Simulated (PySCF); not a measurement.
PySCF input for Al(H)(Cl)(Et) (C₂H₆AlCl), SMILES C[CH2][AlH][Cl], TDDFT-PBE/def2-SVPD. Geometry optimised at PBE0-D3(BJ)/def2-SVP. The structure was generated by enumeration; whether it is a known compound was not checked. Other conformers were not sampled.

```python
import numpy as np
from pyscf import gto, scf, dft, tdscf

mol = gto.M(
    atom='''
    Al   -0.16421012   -0.46551149    0.34243128
    H    -0.64709728   -1.88290788    0.85953450
    Cl    0.27442569    0.97294596    1.82948873
    C     0.05174858    0.04378547   -1.53024212
    C    -0.27235294   -1.03759328   -2.56095334
    H     1.08982014    0.40558549   -1.65369538
    H    -0.56877588    0.94421243   -1.69768890
    H    -1.31568273   -1.38317281   -2.48154467
    H     0.36493706   -1.92812587   -2.43815113
    H    -0.13008026   -0.68117657   -3.59419661
    ''',
    basis='def2-SVPD',
    charge=0,
    spin=0,
    max_memory=1600,
    verbose=4,
)
mf = dft.RKS(mol, xc='pbe').density_fit(auxbasis='def2-universal-jkfit')
mf.grids.level = 3
mf.conv_tol = 1e-9
mf.max_cycle = 100
mf.kernel()
mf.grids = dft.Grids(mol).set(level=1).build(with_non0tab=True)  # coarser grid for the response kernel
td = tdscf.TDDFT(mf)
td.singlet = True
td.nstates = 10
td.conv_tol = 1e-4
td.positive_eig_threshold = 1e-6
td.kernel(x0=td.get_init_guess(mf, 15))
td.analyze()
tt = tdscf.TDA(mf)
tt.singlet = False
tt.nstates = 4
tt.conv_tol = 1e-4
tt.positive_eig_threshold = 1e-6
tt.kernel(x0=tt.get_init_guess(mf, 9))
tt.analyze(verbose=3)
```

Log of the run:

```
PySCF version 2.14.0

[INPUT] verbose = 4
[INPUT] num. atoms = 10
[INPUT] num. electrons = 48
[INPUT] charge = 0
[INPUT] spin (= nelec alpha-beta = 2S) = 0
[INPUT] symmetry False subgroup None
[INPUT] Mole.unit = angstrom
[INPUT] Symbol           X                Y                Z      unit          X                Y                Z       unit  Magmom
[INPUT]  1 Al    -0.164210120000  -0.465511490000   0.342431280000 AA   -0.310312153682  -0.879689223938   0.647101335684 Bohr   0.0
[INPUT]  2 H     -0.647097280000  -1.882907880000   0.859534500000 AA   -1.222836635151  -3.558180210985   1.624284799615 Bohr   0.0
[INPUT]  3 Cl     0.274425690000   0.972945960000   1.829488730000 AA    0.518589395645   1.838601398402   3.457232647678 Bohr   0.0
[INPUT]  4 C      0.051748580000   0.043785470000  -1.530242120000 AA    0.097790643535   0.082742546535  -2.891738511074 Bohr   0.0
[INPUT]  5 C     -0.272352940000  -1.037593280000  -2.560953340000 AA   -0.514672465820  -1.960767127889  -4.839500430390 Bohr   0.0
[INPUT]  6 H      1.089820140000   0.405585490000  -1.653695380000 AA    2.059461589635   0.766445496198  -3.125031361659 Bohr   0.0
[INPUT]  7 H     -0.568775880000   0.944212430000  -1.697688900000 AA   -1.074830639458   1.784302896110  -3.208167065714 Bohr   0.0
[INPUT]  8 H     -1.315682730000  -1.383172810000  -2.481544670000 AA   -2.486280026520  -2.613817793845  -4.689439792174 Bohr   0.0
[INPUT]  9 H      0.364937060000  -1.928125870000  -2.438151130000 AA    0.689631096104  -3.643629827989  -4.607437885999 Bohr   0.0
[INPUT] 10 H     -0.130080260000  -0.681176570000  -3.594196610000 AA   -0.245816065612  -1.287237159771  -6.792047230740 Bohr   0.0

nuclear repulsion = 184.770488430231
number of shells = 61
number of NR pGTOs = 207
number of NR cGTOs = 139
basis = def2-SVPD
ecp = {}


******** <class 'pyscf.df.df_jk.DFRKS'> ********
method = DFRKS
initial guess = minao
damping factor = 0
level_shift factor = 0
DIIS = <class 'pyscf.scf.diis.CDIIS'>
diis_start_cycle = 1
diis_space = 8
diis_damp = 0
SCF conv_tol = 1e-09
SCF conv_tol_grad = None
SCF max_cycles = 100
direct_scf = False
XC library pyscf.dft.libxc version 7.1.2
    S. Lehtola, C. Steigemann, M. J. T. Oliveira, and M. A. L. Marques,  SoftwareX 7, 1–5 (2018)
XC functionals = pbe
    J. P. Perdew, K. Burke, and M. Ernzerhof,  Phys. Rev. Lett. 77, 3865 (1996)
    J. P. Perdew, K. Burke, and M. Ernzerhof,  Phys. Rev. Lett. 78, 1396 (1997)
    J. P. Perdew, K. Burke, and M. Ernzerhof,  Phys. Rev. Lett. 77, 3865 (1996)
    J. P. Perdew, K. Burke, and M. Ernzerhof,  Phys. Rev. Lett. 78, 1396 (1997)
radial grids:
    Treutler-Ahlrichs [JCP 102, 346 (1995); DOI:10.1063/1.469408] (M4) radial grids

becke partition: Becke, JCP 88, 2547 (1988); DOI:10.1063/1.454033
pruning grids: <function nwchem_prune>
grids dens level: 3
symmetrized grids: False
atomic radii adjust function: <function treutler_atomic_radii_adjust>
small_rho_cutoff = 0
Set gradient conv threshold to 3.16228e-05
Initial guess from minao.
tot grids = 125144
init E= -781.705173899194
  HOMO = -0.314343155538284  LUMO = -0.0895918257178741  gap/eV = 6.11580
cycle= 1 E= -781.717171350754  delta_E= -0.012  |g|= 0.538  |ddm|= 3.69
  HOMO = -0.173667648744253  LUMO = -0.067922065421449  gap/eV = 2.87748
cycle= 2 E= -781.567251013074  delta_E= 0.15  |g|= 0.893  |ddm|= 1.84
  HOMO = -0.242438224002298  LUMO = -0.0716240483320303  gap/eV = 4.64809
cycle= 3 E= -781.801256701139  delta_E= -0.234  |g|= 0.0805  |ddm|= 1.16
  HOMO = -0.242080730103778  LUMO = -0.0736002564004248  gap/eV = 4.58459
cycle= 4 E= -781.803231711632  delta_E= -0.00198  |g|= 0.0314  |ddm|= 0.17
  HOMO = -0.243940403619939  LUMO = -0.0744085775342604  gap/eV = 4.61320
cycle= 5 E= -781.80347378038  delta_E= -0.000242  |g|= 0.0108  |ddm|= 0.0578
  HOMO = -0.243115530291635  LUMO = -0.073867925327133  gap/eV = 4.60546
cycle= 6 E= -781.803511210422  delta_E= -3.74e-05  |g|= 0.00164  |ddm|= 0.0169
  HOMO = -0.24323424526261  LUMO = -0.0740102059775407  gap/eV = 4.60482
cycle= 7 E= -781.80351199024  delta_E= -7.8e-07  |g|= 0.0003  |ddm|= 0.00296
  HOMO = -0.243237580110196  LUMO = -0.073991031765249  gap/eV = 4.60543
cycle= 8 E= -781.803512022228  delta_E= -3.2e-08  |g|= 7.53e-05  |ddm|= 0.000765
  HOMO = -0.243241312312341  LUMO = -0.0739938079791687  gap/eV = 4.60546
cycle= 9 E= -781.8035120242  delta_E= -1.97e-09  |g|= 2.74e-05  |ddm|= 0.000163
  HOMO = -0.243241772464242  LUMO = -0.0739951148111317  gap/eV = 4.60544
cycle= 10 E= -781.803512024395  delta_E= -1.95e-10  |g|= 6.84e-06  |ddm|= 3.96e-05
  HOMO = -0.243241219098692  LUMO = -0.0739944597531421  gap/eV = 4.60544
Extra cycle  E= -781.803512024378  delta_E= 1.73e-11  |g|= 9.54e-06  |ddm|= 2.57e-05
converged SCF energy = -781.803512024378
tot grids = 37864
Overwritten attributes  positive_eig_threshold  of <class 'pyscf.tdscf.rks.CasidaTDDFT'>


******** <class 'pyscf.tdscf.rks.CasidaTDDFT'> for <class 'pyscf.df.df_jk.DFRKS'> ********
nstates = 10 singlet
deg_eia_thresh = 1.000e-03
wfnsym = None
conv_tol = 0.0001
eigh lindep = 1e-12
eigh level_shift = 0
eigh max_cycle = 100


Excitation energies (eV)
[4.67843814 5.8423052  6.04235433 6.26112127 6.43698428 6.48329739
 6.59562397 7.00266454 7.14492266 7.24604326]

** Singlet excitation energies and oscillator strengths **
Excited State   1:      4.67844 eV    265.01 nm  f=0.0000
      24 -> 25        0.70653
Excited State   2:      5.84231 eV    212.22 nm  f=0.0021
      23 -> 25        0.70096
Excited State   3:      6.04235 eV    205.19 nm  f=0.0666
      22 -> 25        0.10559
      24 -> 26        0.68073
      24 -> 28        0.11701
Excited State   4:      6.26112 eV    198.02 nm  f=0.0519
      22 -> 25       -0.67837
      24 -> 26        0.10381
Excited State   5:      6.43698 eV    192.61 nm  f=0.0158
      21 -> 25        0.69647
Excited State   6:      6.48330 eV    191.24 nm  f=0.0046
      20 -> 25        0.11949
      24 -> 27        0.69552
Excited State   7:      6.59562 eV    187.98 nm  f=0.0027
      20 -> 25       -0.68467
      24 -> 27        0.11927
Excited State   8:      7.00266 eV    177.05 nm  f=0.0127
      23 -> 26       -0.69820
Excited State   9:      7.14492 eV    173.53 nm  f=0.0401
      22 -> 26       -0.69445
Excited State  10:      7.24604 eV    171.11 nm  f=0.0027
      19 -> 25       -0.69795

** Transition electric dipole moments (AU) **
state          X           Y           Z        Dip. S.      Osc.
  1        -0.0197      0.0063     -0.0005      0.0004      0.0000
  2         0.1148     -0.0378      0.0024      0.0146      0.0021
  3        -0.1036     -0.2674      0.6062      0.4498      0.0666
  4         0.0827      0.2873      0.4989      0.3382      0.0519
  5         0.2998     -0.1017      0.0076      0.1003      0.0158
  6         0.0356      0.0866     -0.1419      0.0289      0.0046
  7        -0.0398     -0.1081      0.0562      0.0164      0.0027
  8        -0.0829     -0.2543     -0.0516      0.0742      0.0127
  9        -0.4542      0.1502     -0.0109      0.2289      0.0401
 10        -0.1178      0.0369     -0.0020      0.0153      0.0027

** Transition velocity dipole moments (imaginary part, AU) **
state          X           Y           Z        Dip. S.      Osc.
  1        -0.0022      0.0007     -0.0001      0.0000      0.0000
  2         0.0257     -0.0085      0.0005      0.0007      0.0023
  3        -0.0228     -0.0585      0.1387      0.0232      0.0695
  4         0.0191      0.0665      0.1165      0.0184      0.0532
  5         0.0697     -0.0237      0.0018      0.0054      0.0153
  6         0.0077      0.0182     -0.0356      0.0017      0.0046
  7        -0.0101     -0.0275      0.0148      0.0011      0.0030
  8        -0.0206     -0.0635     -0.0156      0.0047      0.0122
  9        -0.1125      0.0372     -0.0027      0.0140      0.0357
 10        -0.0316      0.0099     -0.0005      0.0011      0.0027

** Transition magnetic dipole moments (imaginary part, AU) **
state          X           Y           Z
  1         0.1992      0.6558      0.6761
  2         0.0444      0.1102     -0.3285
  3        -0.3849      0.1249     -0.0102
  4        -0.0261      0.0071     -0.0043
  5         0.0740      0.1550     -1.1087
  6         0.3624     -0.1199     -0.0012
  7        -0.3327      0.1036     -0.0016
  8        -0.0526      0.0194     -0.0014
  9         0.1500      0.4446     -0.1123
 10         0.1934      0.5835      0.1336
Overwritten attributes  positive_eig_threshold  of <class 'pyscf.tdscf.rks.TDA'>


******** <class 'pyscf.tdscf.rks.TDA'> for <class 'pyscf.df.df_jk.DFRKS'> ********
nstates = 4 triplet
deg_eia_thresh = 1.000e-03
wfnsym = None
conv_tol = 0.0001
eigh lindep = 1e-12
eigh level_shift = 0
eigh max_cycle = 100


Excitation energies (eV)
[4.39104792 5.5160531  5.58581095 5.69549432]

** Triplet excitation energies and oscillator strengths **
Excited State   1:      4.39105 eV    282.36 nm  f=0.0000
Excited State   2:      5.51605 eV    224.77 nm  f=0.0000
Excited State   3:      5.58581 eV    221.96 nm  f=0.0000
Excited State   4:      5.69549 eV    217.69 nm  f=0.0000
```

Self-consistency was reached.

Cost: very roughly 40 core-seconds.
